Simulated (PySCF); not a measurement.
C₅H₉NSi.
Cartesian coordinates in Å at the PBE0-D3(BJ)/def2-SVP level; atoms count from 1:
```
atom  x, y, z in Å
C1     2.9731   -0.5783   -0.3108
N2     1.7411   -0.4507   -0.5498
Si3    0.5209    0.0067    0.6335
C4    -0.9147   -1.2263    0.6270
C5    -2.0853   -0.3556    0.2482
C6    -1.8781    0.9387   -0.0364
C7    -0.4788    1.4949    0.0267
H8     3.4406   -0.4204    0.6867
H9     3.6770   -0.8675   -1.1147
H10    1.1479    0.2058    1.9857
H11   -0.7470   -2.0255   -0.1164
H12   -1.0699   -1.7303    1.5960
H13   -3.0918   -0.7864    0.2005
H14   -2.7111    1.5910   -0.3221
H15   -0.1308    1.8278   -0.9672
H16   -0.4110    2.3739    0.6899
```

Computed with PySCF at PBE0/pcSseg-1 and B3LYP/def2-SVPD, non-relativistic, on one gas-phase PBE0-D3(BJ)/def2-SVP geometry that isn't relaxed in the solvent. The solvent is an IEF-PCM continuum (cavity from Bondi-type radii × 1.2). Only the electrostatic response of the medium enters.

Gas phase at PBE0/pcSseg-1: HOMO -7.00 eV, LUMO -0.80 eV, dipole 1.19 D.

Question: What does the continuum do to the energy, the frontier levels and the dipole at PBE0/pcSseg-1 in benzene and dichloromethane?

Answer: 
| solvent | ε | E(solvent) − E(gas) (kcal/mol) | polarisation term (kcal/mol) | distortion of the solute (kcal/mol) | HOMO (eV) | LUMO (eV) | dipole (D) |
| --- | --- | --- | --- | --- | --- | --- | --- |
| benzene | 2.271 | -1.67 | -1.78 | 0.11 | -7.00 | -0.76 | 1.40 |
| dichloromethane | 8.93 | -3.31 | -3.75 | 0.44 | -7.04 | -0.74 | 1.65 |

The polarisation term is half the interaction of the solute with the surface charges that it induces; the rest is the cost of distorting the solute's density. The sum is the electrostatic part of solvation alone. From benzene to dichloromethane the lowering changes by a factor 1.98, Onsager's factor (ε − 1)/(2ε + 1) by 1.83 and ε itself by 3.9.

Question: Which radius a makes the point-dipole formula ΔE = −[(ε − 1)/(2ε + 1)]·μ²/a³ give the value in dichloromethane, with the gas-phase dipole?

Answer: μ = 0.470 au and |ΔE| = 0.00527 Eh give a = 1.38 Å; the farthest nucleus lies 4.00 Å from the centroid of the nuclei, so such a sphere wouldn't even hold the nuclei. The formula assumes a rigid point dipole at the centre of a sphere.

Question: Give the dipole vector in the frame of the coordinates (D, pointing from negative to positive charge), gas and dichloromethane.

Answer: Gas (0.91, 0.05, 0.77), solvent (1.27, 0.06, 1.06). Its length changes by +39 % and its direction by less than 1°.

Question: Which Mulliken charges (PBE0/pcSseg-1) respond most in benzene (means over atoms taken as equivalent)?

Answer: 
```csv
atoms,environment,gas (e),solvent (e),change
N2,C=N nitrogen,-0.550,-0.573,-0.023
H8,hydrogen on a C=N carbon,+0.097,+0.107,+0.010
C5/C6,alkene CH carbon,-0.167,-0.176,-0.009
H9,hydrogen on a C=N carbon,+0.125,+0.132,+0.007
H12/H16,methylene hydrogen,+0.154,+0.159,+0.005
H13/H14,vinylic hydrogen,+0.102,+0.107,+0.005
C1,C=N carbon,+0.022,+0.026,+0.004
H10,Si–H hydrogen,-0.129,-0.133,-0.004
H11/H15,methylene hydrogen,+0.163,+0.165,+0.002
Si3,SiH silicon,+0.974,+0.976,+0.002
C4/C7,sp3 carbon bound to silicon,-0.521,-0.522,-0.001
```

Question: Which Mayer bond orders change most in benzene?

Answer: 
| bond | length (Å) | gas | solvent | change |
| --- | --- | --- | --- | --- |
| C1–N2 | 1.261 | 1.956 | 1.945 | -0.011 |
| N2–Si3 | 1.760 | 0.954 | 0.956 | +0.002 |
| Si3–C4 | 1.892 | 0.893 | 0.895 | +0.002 |
| C7–Si3 | 1.893 | 0.893 | 0.895 | +0.002 |
| C1–H8 | 1.113 | 0.922 | 0.924 | +0.002 |
| C4–H11 | 1.104 | 0.928 | 0.926 | -0.002 |
| C7–H15 | 1.104 | 0.928 | 0.926 | -0.002 |
| C4–C5 | 1.507 | 1.042 | 1.041 | -0.001 |

Question: How do the nuclear quadrupole coupling constants eQVzz/h respond in benzene?

Answer: 
```csv
nucleus,Q (barn),gas (MHz),solvent (MHz),η gas,η solvent
14N at N2,0.02044,-4.94,-4.86,0.81,0.80
```

Gas phase at B3LYP/def2-SVPD: HOMO -6.81 eV, LUMO -1.13 eV, dipole 1.03 D.

Question: What does the continuum do to the energy, the frontier levels and the dipole at B3LYP/def2-SVPD in benzene and dichloromethane?

Answer: 
```csv
solvent,ε,E(solvent) − E(gas) (kcal/mol),polarisation term (kcal/mol),distortion of the solute (kcal/mol),HOMO (eV),LUMO (eV),dipole (D)
benzene,2.271,-1.43,-1.53,0.10,-6.79,-1.08,1.22
dichloromethane,8.93,-2.85,-3.30,0.45,-6.81,-1.06,1.48
```

The atom shares or the degeneracy of the HOMO differ from the gas phase in benzene and dichloromethane, so that column needn't follow one orbital.

Question: How does the static polarisability (B3LYP/def2-SVPD, frozen core, with the continuum's full static response) change?

Answer: 
```json
{"medium": "gas", "isotropic (au)": "92.2", "principal values (au)": "73.9, 88.0, 114.7", "⟨r²⟩ of the electrons (bohr²)": "994.9"}
{"medium": "benzene", "isotropic (au)": "105.9", "principal values (au)": "85.1, 102.5, 130.2", "⟨r²⟩ of the electrons (bohr²)": "994.2"}
{"medium": "dichloromethane", "isotropic (au)": "120.8", "principal values (au)": "99.2, 118.5, 144.5", "⟨r²⟩ of the electrons (bohr²)": "993.4"}
```

The isotropic value in dichloromethane is 1.31 times the gas-phase one; no cavity-field correction is applied. ⟨r²⟩ is taken about the centre of nuclear charge.

Hardware: one thread, Intel Xeon Platinum 8259CL at 2.50 GHz (x86_64), shared host. Cost: 25 s, 0.93 GiB resident at most. This is the whole shielding run at PBE0/pcSseg-1 in dichloromethane, SCF included.
